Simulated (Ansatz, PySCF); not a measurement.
Process, species as SMILES: [GeH3] (GeH3) → [GeH3] (GeH3) as singlet, charge +1 + e-
Each molecule is optimised on its own at B3LYP-D3(BJ)/def2-TZVP (Ansatz, a first-principles code). A spin state is the lowest found, not a proven ground state.

Quantity: adiabatic ionisation energy (electronic energy difference), in eV. Valence correlation only, unless marked. Open shells are spin-unrestricted. Spin-orbit coupling is left out. The frozen core is the preceding noble-gas configuration, with the filled d and f shells of earlier blocks. No relativistic terms. Basis-set limits of correlation are two-point, X^-3; Hartree-Fock from the larger set.

CCSD(T)/CBS(aug-cc-pVTZ,aug-cc-pVQZ) (Ansatz) gives 7.92 eV.

Another calculation gave 7.89 eV. Which level was it?
A) CAM-B3LYP/def2-TZVPD (Ansatz)
B) BHLYP/def2-TZVPD (Ansatz)
C) M06-L/def2-TZVPD (PySCF)
D) MN15/def2-TZVPD (PySCF)

B, BHLYP/def2-TZVPD (Ansatz). The others give 8.02 (CAM-B3LYP), 8.14 (MN15), 7.70 (M06-L) eV.
